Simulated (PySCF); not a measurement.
CH$_{8}$AlGeNO$_{2}$ (SMILES C[N]([GeH3])[Al]([OH])[OH]), singlet, geometry from GFN2-xTB (such geometries of metal compounds can be far from the true shape), with bond 10-3 at 2.4 times its length; PySCF with CASSCF(2,3)/STO-3G.

Here is a job for PySCF.
```python
from pyscf import gto, scf, mcscf
import numpy

mol = gto.M(
    atom='''
Ge   -1.44091363   -0.56849817    0.63599816
N    -0.26642864    0.36665733   -0.39110442
C    -0.90270098    1.26059238   -1.35158642
Al    1.53479977    0.23864218   -0.28017692
O     2.05826647   -0.82643401    0.85484245
O     2.51779231    1.13155609   -1.25226980
H    -2.32896593    0.41608329    1.36051202
H    -0.71564086   -1.44939305    1.58872332
H    -2.34389897   -1.36642337   -0.27550094
H     0.89628339    2.54092760   -2.75525558
H    -1.54432908    0.70007594   -2.04229073
H    -1.53176660    1.99962175   -0.84061609
H     2.66694935   -1.32469797    1.37935873
H     2.78035146    1.74912893   -1.91671052
''',
    basis='sto-3g',
    verbose=4,
)

mf = scf.RHF(mol)
mf.kernel()
mc = mcscf.CASSCF(mf, 3, 2)
mc.fix_spin_(ss=0.0)
mc.kernel()
occ = numpy.linalg.eigvalsh(mc.fcisolver.make_rdm1(mc.ci, mc.ncas, mc.nelecas))[::-1]
ss = mc.fcisolver.spin_square(mc.ci, mc.ncas, mc.nelecas)[0]
print('natural occupations', occ.round(4), ' <S^2>', round(ss, 4))
```

What the program printed (banner, timings and long lists left out):

```
PySCF version 2.14.0

[INPUT] verbose = 4
[INPUT] num. atoms = 14
[INPUT] num. electrons = 82
[INPUT] charge = 0
[INPUT] spin (= nelec alpha-beta = 2S) = 0
[INPUT] symmetry False subgroup None
[INPUT] Mole.unit = angstrom
[INPUT] Symbol           X                Y                Z      unit          X                Y                Z       unit  Magmom
[INPUT]  1 Ge    -1.440913630000  -0.568498170000   0.635998160000 AA   -2.722932129853  -1.074305843616   1.201862338127 Bohr   0.0
[INPUT]  2 N     -0.266428640000   0.366657330000  -0.391104420000 AA   -0.503477161340   0.692881935264  -0.739080239907 Bohr   0.0
[INPUT]  3 C     -0.902700980000   1.260592380000  -1.351586420000 AA   -1.705857624576   2.382174352914  -2.554128167481 Bohr   0.0
[INPUT]  4 Al     1.534799770000   0.238642180000  -0.280176920000 AA    2.900351221345   0.450968361969  -0.529457645224 Bohr   0.0
[INPUT]  5 O      2.058266470000  -0.826434010000   0.854842450000 AA    3.889559919675  -1.561733938926   1.615418110152 Bohr   0.0
[INPUT]  6 O      2.517792310000   1.131556090000  -1.252269800000 AA    4.757937904436   2.138331104684  -2.366446956064 Bohr   0.0
[INPUT]  7 H     -2.328965930000   0.416083290000   1.360512020000 AA   -4.401107761143   0.786283463108   2.570995106979 Bohr   0.0
[INPUT]  8 H     -0.715640860000  -1.449393050000   1.588723320000 AA   -1.352365228948  -2.738955911348   3.002251962510 Bohr   0.0
[INPUT]  9 H     -2.343898970000  -1.366423370000  -0.275500940000 AA   -4.429327116950  -2.582165939505  -0.520621323660 Bohr   0.0
[INPUT] 10 H      0.896283390000   2.540927600000  -2.755255580000 AA    1.693730137097   4.801657266348  -5.206678449380 Bohr   0.0
[INPUT] 11 H     -1.544329080000   0.700075940000  -2.042290730000 AA   -2.918359007402   1.322951792997  -3.859370146438 Bohr   0.0
[INPUT] 12 H     -1.531766600000   1.999621750000  -0.840616090000 AA   -2.894619360756   3.778737460224  -1.588534186003 Bohr   0.0
[INPUT] 13 H      2.666949350000  -1.324697970000   1.379358730000 AA    5.039803859587  -2.503316361067   2.606610227228 Bohr   0.0
[INPUT] 14 H      2.780351460000   1.749128930000  -1.916710520000 AA    5.254102789435   3.305374634254  -3.622057942873 Bohr   0.0

nuclear repulsion = 527.371098660486
number of shells = 33
number of NR pGTOs = 165
number of NR cGTOs = 55
basis = sto-3g
ecp = {}

******** <class 'pyscf.scf.hf.RHF'> ********
method = RHF
initial guess = minao
damping factor = 0
level_shift factor = 0
DIIS = <class 'pyscf.scf.diis.CDIIS'>
diis_start_cycle = 1
diis_space = 8
diis_damp = 0
SCF conv_tol = 1e-09
SCF conv_tol_grad = None
SCF max_cycles = 50
direct_scf = True
direct_scf_tol = 1e-13
Set gradient conv threshold to 3.16228e-05
Initial guess from minao.
init E= -2531.60504688076
  HOMO = -0.289047271530793  LUMO = -0.195566501149636  gap/eV = 2.54374
cycle= 1 E= -2533.78345269444  delta_E= -2.18  |g|= 0.778  |ddm|= 4.55
  HOMO = -0.127141845726414  LUMO = 0.101349128511121  gap/eV = 6.21756
cycle= 2 E= -2533.98443623944  delta_E= -0.201  |g|= 0.203  |ddm|= 1.36
  HOMO = -0.159933660682152  LUMO = 0.118944282888805  gap/eV = 7.58866
cycle= 3 E= -2533.99840120923  delta_E= -0.014  |g|= 0.0699  |ddm|= 0.378
  HOMO = -0.164023786356523  LUMO = 0.122139664443066  gap/eV = 7.78690
cycle= 4 E= -2534.00003639029  delta_E= -0.00164  |g|= 0.033  |ddm|= 0.158
  HOMO = -0.164869614823176  LUMO = 0.119256275613063  gap/eV = 7.73146
cycle= 5 E= -2534.00052169622  delta_E= -0.000485  |g|= 0.0106  |ddm|= 0.0716
  HOMO = -0.165926774685865  LUMO = 0.119787729377557  gap/eV = 7.77469
cycle= 6 E= -2534.00059058412  delta_E= -6.89e-05  |g|= 0.00281  |ddm|= 0.0245
  HOMO = -0.165772146707992  LUMO = 0.119984915623856  gap/eV = 7.77585
cycle= 7 E= -2534.00059591649  delta_E= -5.33e-06  |g|= 0.000822  |ddm|= 0.00629
  HOMO = -0.16567198383359  LUMO = 0.120115751496803  gap/eV = 7.77668
cycle= 8 E= -2534.00059655858  delta_E= -6.42e-07  |g|= 0.000107  |ddm|= 0.0029
  HOMO = -0.165697173259104  LUMO = 0.12010221672179  gap/eV = 7.77700
cycle= 9 E= -2534.00059657092  delta_E= -1.23e-08  |g|= 2.64e-05  |ddm|= 0.000441
  HOMO = -0.165691103489882  LUMO = 0.120106434626324  gap/eV = 7.77695
cycle= 10 E= -2534.00059657148  delta_E= -5.52e-10  |g|= 7.19e-06  |ddm|= 7.66e-05
  HOMO = -0.165690385680317  LUMO = 0.120106577210339  gap/eV = 7.77693
Extra cycle  E= -2534.00059657148  delta_E= -6.37e-12  |g|= 3.77e-06  |ddm|= 1.75e-05
converged SCF energy = -2534.00059657148

******** <class 'pyscf.mcscf.mc1step.CASSCF'> ********
CAS (1e+1e, 3o), ncore = 40, nvir = 12
max_cycle_macro = 50
max_cycle_micro = 4
conv_tol = 1e-07
conv_tol_grad = None
orbital rotation max_stepsize = 0.02
orbital rotation threshold for CI restart = 0.01
augmented hessian ah_max_cycle = 30
augmented hessian ah_conv_tol = 1e-12
augmented hessian ah_linear dependence = 1e-14
augmented hessian ah_level shift = 1e-08
augmented hessian ah_start_tol = 2.5
augmented hessian ah_start_cycle = 3
augmented hessian ah_grad_trust_region = 3
kf_trust_region = 3
kf_interval = 4
ci_response_space = 4
ci_grad_trust_region = 3
with_dep4 0
natorb = False
canonicalization = True
sorting_mo_energy = False
ao2mo_level = 2
internal_rotation = False
******** <class 'pyscf.fci.addons.SpinPenaltyFCISolver'> ********
max. cycles = 50
conv_tol = 1e-08
davidson only = True
linear dependence = 1e-12
level shift = 0.001
max iter space = 12
nroots = 1
pspace_size = 400
spin = None
CASCI E = -2534.15382100025  S^2 = 0.0000000
Set conv_tol_grad to 0.000316228
macro iter   1 ( 16 JK    4 micro), CASSCF E = -2534.17407611386  dE = -2.02551136e-02  S^2 = 0.0000000
               |grad[o]|=0.107  |grad[c]|=0.0211  |ddm|=0.00789  |maxRot[o]|=0.137
macro iter   2 (  9 JK    4 micro), CASSCF E = -2534.17416363769  dE = -8.75238270e-05  S^2 = 0.0000000
               |grad[o]|=0.0065  |grad[c]|=0.000115  |ddm|=0.00239  |maxRot[o]|=0.0102
macro iter   3 (  3 JK    1 micro), CASSCF E = -2534.17416364013  dE = -2.44108378e-09  S^2 = 0.0000000
               |grad[o]|=3.79e-05  |grad[c]|=5.51e-06  |ddm|=1.82e-05  |maxRot[o]|=0.00055
1-step CASSCF converged in   3 macro ( 28 JK   9 micro) steps
CASSCF canonicalization
Density matrix diagonal elements [1.29938521e+00 6.99965634e-01 6.49153165e-04]
CASSCF energy = -2534.17416364013
CASCI E = -2534.17416364013  E(CI) = -1.03963223827350  S^2 = 0.0000000
natural occupations [1.3023 0.6977 0.    ]  <S^2> 0.0
```
